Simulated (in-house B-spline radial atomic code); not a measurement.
**Ce: [Xe] 4f1 5d1 6s2**

Computed with a radial B-spline atomic code at the basis-set limit: Dirac-Kohn-Sham BHandHLYP, spherical fractional occupations, Fermi nucleus of rms radius 4.8771 fm.

Screening seen three ways: the hydrogenic charge with the same mean radius, Z_r = [3n² - l(l+1)]/(2<r>), the one with the same energy, Z_e = n√(-2ε), and Slater's rules. Values are occupation-weighted means over j. An effective charge above Z reflects the relativistic contraction of the inner shells.

| shell | electrons | ε (eV) | <r> (bohr) | Z_r | Z_e | Slater |
| --- | --- | --- | --- | --- | --- | --- |
| 1s | 2 | -40460 | 0.02457 | 61.05 | 54.53 | 57.70 |
| 2s | 2 | -6532.7 | 0.1047 | 57.31 | 43.82 | 53.85 |
| 2p | 6 | -5861.7 | 0.09211 | 54.28 | 41.51 | 53.85 |
| 3s | 2 | -1431.6 | 0.2777 | 48.61 | 30.77 | 46.75 |
| 3p | 6 | -1214 | 0.2757 | 45.34 | 28.34 | 46.75 |
| 3d | 10 | -897.92 | 0.2533 | 41.46 | 24.37 | 36.85 |
| 4s | 2 | -301.17 | 0.6367 | 37.70 | 18.82 | 30.25 |
| 4p | 6 | -228.34 | 0.6735 | 34.15 | 16.39 | 30.25 |
| 4d | 10 | -120.36 | 0.7441 | 28.22 | 11.90 | 18.85 |
| 5s | 2 | -47.051 | 1.519 | 24.68 | 9.30 | 11.40 |
| 5p | 6 | -27.379 | 1.754 | 20.81 | 7.09 | 11.40 |
| 6s | 2 | -4.7361 | 4.37 | 12.36 | 3.54 | 3.00 |
| 5d | 1 | -1.5664 | 3.217 | 10.72 | 1.70 | 3.00 |
| 4f | 1 | -0.64438 | 1.241 | 14.51 | 0.87 | 12.00 |

The least bound orbital is 4f7/2 at -0.5305 eV, while the most diffuse is 6s1/2 (<r> = 4.37 bohr against 1.251 bohr): energy order and size order differ.

Spin-orbit splittings of the orbital energies (j = l + 1/2 above j = l - 1/2 when positive): 2p 447.4 eV, 3p 88.97 eV, 3d 18.97 eV, 4p 19.24 eV, 4d 3.393 eV, 5p 2.919 eV, 5d 0.1444 eV, 4f 0.2657 eV.

For the 1s electron the small component carries 4.61 % of the norm, the zero-frequency Breit interaction raises the level by 109.6 eV, self-energy by 64.01 eV, and vacuum polarisation lowers it by 9.535 eV.

The density falls to 0.001 bohr⁻³ at 5.486 bohr; Σ<r²> = 96.503 bohr² gives, by the non-relativistic formula and without the paramagnetism of open shells, a Langevin diamagnetic susceptibility of -76.43×10⁻⁶ cm³/mol.

Caution: exact exchange at fractional occupations of open shells leaves self-interaction of up to several eV.
